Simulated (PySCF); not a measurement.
The group X on silaethenyl-X is varied. Isolated molecules, 0 K electronic values unless said otherwise. One relaxed conformer stands for each flexible species; it need not be the lowest. Strings in code marks are SMILES.

The four lowest singlet excitations (Tamm–Dancoff). Calculation: PySCF with PBE0-D3(BJ)/def2-TZVP. Excitations are Tamm–Dancoff values on a coarser integration grid. The basis has no diffuse functions, so Rydberg states are missing or too high.

```tsv
state	energy (eV)	wavelength (nm)	oscillator strength
S1	4.51	275	0.003
S2	5.06	245	0.000
S3	5.17	240	0.278
S4	6.17	201	0.020
```

Q: Identify which member gives these states.
A. `C=[SiH][SeH]` (C–Si–Se–H torsion 0°)
B. `C=[SiH]I`
C. `C=[SiH]C(=O)O` (C–Si–C–O torsion 180°, Si–C–O–H torsion 180°)
D. `C=[SiH]S` (C–Si–S–H torsion 1°)

A: A, `C=[SiH][SeH]` (C–Si–Se–H torsion 0°)
